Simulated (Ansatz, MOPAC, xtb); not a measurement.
Spectroscopic constants of Se2, multiplicity 3 (the spin of the measured ground state). No spin–orbit coupling. Se is treated without relativity.

Seven points along R, fitted to fifth degree in 1/R; most abundant isotopes. In def2 and cc sets the state is the lowest found near the PBE0 minimum, followed along R.

The values were computed with Ansatz (a program for electronic structure); MOPAC for AM1, PM6, PM7 (differences of heats of formation); xtb for the GFN methods.  The GFN methods have no spin term and hold the electronic entropy of 300 K.

| level | r_e (Å) | ω_e (cm⁻¹) | B_e (cm⁻¹) | α_e (cm⁻¹) | D_e (eV) |
|---|---|---|---|---|---|
| AM1 | 2.129 | 334 | 0.0930 | 0.00046 | - |
| PM6 | 2.194 | 403 | 0.0876 | 0.00014 | - |
| PM7 | 2.167 | 306 | 0.0899 | 0.00014 | - |
| GFN1-xTB | 2.170 | 384 | 0.0896 | 0.00028 | - |
| GFN2-xTB | 2.166 | 363 | 0.0899 | 0.00037 | - |
| SVWN5/def2-TZVPP | 2.170 | 389 | 0.0896 | 0.00027 | 4.94 |
| PBE/def2-TZVPP | 2.195 | 375 | 0.0875 | 0.00028 | 4.11 |
| r2SCAN/def2-TZVPP | 2.172 | 393 | 0.0894 | 0.00027 | 3.91 |
| B97M-V/def2-TZVPP | 2.166 | 397 | 0.0900 | 0.00028 | 3.70 |
| B3LYP/def2-TZVPP | 2.188 | 383 | 0.0881 | 0.00027 | 3.64 |
| PBE0/def2-TZVPP | 2.163 | 404 | 0.0902 | 0.00026 | 3.72 |
| BHLYP/def2-TZVPP | 2.156 | 413 | 0.0907 | 0.00025 | 3.18 |
| CAM-B3LYP/def2-TZVPP | 2.159 | 410 | 0.0905 | 0.00025 | 3.44 |
| wB97X-V/def2-TZVPP | 2.145 | 427 | 0.0917 | 0.00024 | 3.59 |
| wB97M-V/def2-TZVPP | 2.153 | 419 | 0.0910 | 0.00024 | 3.42 |
| B2PLYP/def2-TZVPP | 2.184 | 382 | 0.0884 | 0.00029 | 3.61 |
| CCSD/def2-TZVPP | 2.165 | 407 | 0.0900 | 0.00026 | 3.11 |
| CCSD/def2-QZVPP | 2.150 | 412 | 0.0913 | 0.00027 | 3.22 |
| CCSD(T)/def2-TZVPP | 2.178 | 392 | 0.0889 | 0.00028 | 3.38 |
| CCSD(T)/def2-QZVPP | 2.164 | 395 | 0.0901 | 0.00028 | 3.53 |
| CCSD(T)/CBS(def2-TZVPP, def2-QZVPP) | 2.156 | 397 | 0.0907 | 0.00028 | - |

D_e counts from each atom's lowest state at the same level, without counterpoise or zero-point energy.

Correlated levels freeze the inner cores; with def2 sets outer-core shells near the valence are correlated too. CBS: X⁻³ extrapolation of the correlation energy, Hartree–Fock from the larger set. The state that AM1, PM6, PM7 reach isn't checked; PM7 holds dispersion and hydrogen-bond terms.

Measured for the ground state: r_e 2.166 Å, ω_e 385.3 cm-1, ω_e x_e 0.96363 cm-1, B_e 0.08992 cm-1, α_e 0.000288 cm-1 [Huber and Herzberg (1979), NIST Chemistry WebBook].
